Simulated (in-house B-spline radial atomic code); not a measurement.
A run on neutral erbium (an excited or competing configuration) that did not converge. Method: scalar-relativistic (X2C) wB97X, spin-polarised, spherical fractional occupations, exact exchange averaged over the configuration, Fermi nucleus of rms radius 5.2516 fm; computed with an all-electron radial atomic-structure program (B-spline basis).

Command:
```bash
python run_scf.py task.json out
```
Settings (nuclear radius in fm, mass in u):
```
Z                68
configuration    [Kr] 4d10 4f12 5s2 5p5 5f1 6s2
hamiltonian      x2c
method           wb97x
spin_polarised   True
nucleus          fermi
rms_radius       5.2516
atomic_mass      165.9303
speed_of_light   137.035999084
exact_exchange   averaged over the configuration
```

First and last ten iterations of the last attempt (damped for 15 steps, keeping 80 % of the old Fock matrix, then DIIS):
```
 iter        energy (Eh)    residual
    1      -13084.860290    5.06e-01
    2      -13085.348282    1.49e-01
    3      -13085.597928    7.36e-02
    4      -13085.646941    4.34e-02
    5      -13085.660484    2.92e-02
    6      -13085.666454    2.04e-02
    7      -13085.669134    1.46e-02
    8      -13085.670470    1.06e-02
    9      -13085.671786    7.75e-03
   10      -13085.672500    5.68e-03
  111      -13085.673358    2.55e-03
  112      -13085.673843    3.87e-04
  113      -13085.673869    2.88e-04
  114      -13085.673871    2.28e-04
  115      -13085.673861    6.99e-04
  116      -13085.673817    8.36e-04
  117      -13085.673819    1.00e-03
  118      -13085.673883    3.47e-04
  119      -13085.673867    6.05e-04
  120      -13085.673853    4.77e-04
 not converged after 120 iterations
```

The smallest residual met was 2.3e-04; the threshold is about 7e-07. No energy from this run should be used. Run time, properties included: 26 s on 1 thread of Intel(R) Xeon(R) 6975P-C, with other jobs on the host.
